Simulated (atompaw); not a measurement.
**An all-electron radial function and its pseudo partner (Tb)**

Columns: radius, all-electron u(r) and pseudo u(r) of the 4f shell (level -8.97 eV) of terbium in the configuration [Kr] 4d10 4f8 5s2 5p6 5d1 6s2 6p0; PBE, scalar-relativistic, PAW (atompaw) scheme, atompaw 4.2.0.5.

| r (bohr) | all-electron | pseudo |
| --- | --- | --- |
| 0.090 | 0.0625 | 0.0001 |
| 0.181 | 0.3417 | 0.0015 |
| 0.271 | 0.6738 | 0.0062 |
| 0.362 | 0.9250 | 0.0160 |
| 0.452 | 1.0603 | 0.0306 |
| 0.542 | 1.1017 | 0.0503 |
| 0.633 | 1.0807 | 0.0781 |
| 0.723 | 1.0250 | 0.1180 |
| 0.813 | 0.9524 | 0.1727 |
| 0.904 | 0.8730 | 0.2378 |
| 0.994 | 0.7949 | 0.2999 |
| 1.085 | 0.7197 | 0.3506 |
| 1.175 | 0.6503 | 0.3929 |
| 1.265 | 0.5866 | 0.4389 |
| 1.356 | 0.5279 | 0.4784 |
| 1.446 | 0.4753 | 0.4721 |
| 1.537 | 0.4273 | 0.4273 |
| 1.627 | 0.3847 | 0.3847 |
| 1.717 | 0.3464 | 0.3464 |
| 1.808 | 0.3117 | 0.3117 |
| 1.898 | 0.2810 | 0.2810 |
| 1.988 | 0.2535 | 0.2535 |
| 2.079 | 0.2287 | 0.2287 |
| 2.169 | 0.2067 | 0.2067 |
| 2.260 | 0.1868 | 0.1868 |
| 2.350 | 0.1692 | 0.1692 |

How many radial nodes do the two functions have?

The all-electron 4f function has n − l − 1 = 0; the pseudo-wave has 0.

At about which radius was the pseudo-wave matched?

1.50 bohr, where the columns begin to agree (steps of 0.09 bohr).

Where does each function peak?

Outermost all-electron maximum near 0.54 bohr, pseudo maximum near 1.36 bohr (to the table’s step).

Is the pseudo-wave norm-conserving?

No, it belongs to a PAW set: the norm inside the radius is not constrained, and the difference is carried by the augmentation charge.
